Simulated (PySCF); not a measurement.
# Cr⁺ (chromium, charge +1) across methods

[Ar] 3d4 4s1, high-spin 6D determinant (an excited configuration). Computed with PySCF 2.14 in aug-cc-pVDZ (7s6p4d2f, 59 functions), with no relativity, point nucleus.

```json
{"method": "wB97M-V", "E (hartree)": "-1044.063", "mean ε 3p β (eV)": "-59.687", "mean ε 3d α (eV)": "-19.895", "mean ε 4s α (eV)": "-14.399", "Σ⟨r²⟩ (bohr²)": "27.09", "⟨S²⟩": "8.750"}
{"method": "PBE", "E (hartree)": "-1043.881", "mean ε 3p β (eV)": "-54.271", "mean ε 3d α (eV)": "-15.322", "mean ε 4s α (eV)": "-11.905", "Σ⟨r²⟩ (bohr²)": "26.97", "⟨S²⟩": "8.750"}
{"method": "M06-2X", "E (hartree)": "-1044.083", "mean ε 3p β (eV)": "-59.888", "mean ε 3d α (eV)": "-19.597", "mean ε 4s α (eV)": "-13.056", "Σ⟨r²⟩ (bohr²)": "26.93", "⟨S²⟩": "8.751"}
{"method": "r2SCAN", "E (hartree)": "-1044.103", "mean ε 3p β (eV)": "-55.060", "mean ε 3d α (eV)": "-15.766", "mean ε 4s α (eV)": "-12.153", "Σ⟨r²⟩ (bohr²)": "26.80", "⟨S²⟩": "8.750"}
{"method": "LDA", "E (hartree)": "-1041.846", "mean ε 3p β (eV)": "-54.347", "mean ε 3d α (eV)": "-15.444", "mean ε 4s α (eV)": "-12.149", "Σ⟨r²⟩ (bohr²)": "26.87", "⟨S²⟩": "8.750"}
{"method": "wB97X", "E (hartree)": "-1044.114", "mean ε 3p β (eV)": "-59.542", "mean ε 3d α (eV)": "-19.729", "mean ε 4s α (eV)": "-14.259", "Σ⟨r²⟩ (bohr²)": "26.96", "⟨S²⟩": "8.750"}
{"method": "UHF", "E (hartree)": "-1043.09939", "mean ε 3p β (eV)": "-63.919", "mean ε 3d α (eV)": "-23.476", "mean ε 4s α (eV)": "-14.234", "Σ⟨r²⟩ (bohr²)": "27.12", "⟨S²⟩": "8.751"}
{"method": "PBE0", "E (hartree)": "-1043.924", "mean ε 3p β (eV)": "-57.025", "mean ε 3d α (eV)": "-17.510", "mean ε 4s α (eV)": "-12.576", "Σ⟨r²⟩ (bohr²)": "26.87", "⟨S²⟩": "8.750"}
```

Problem. Estimate the same row for CAM-B3LYP.

Solution. E (hartree) = -1044.174; mean ε 3p β (eV) = -58.451; mean ε 3d α (eV) = -18.865; mean ε 4s α (eV) = -13.695; Σ⟨r²⟩ (bohr²) = 26.85; ⟨S²⟩ = 8.750.
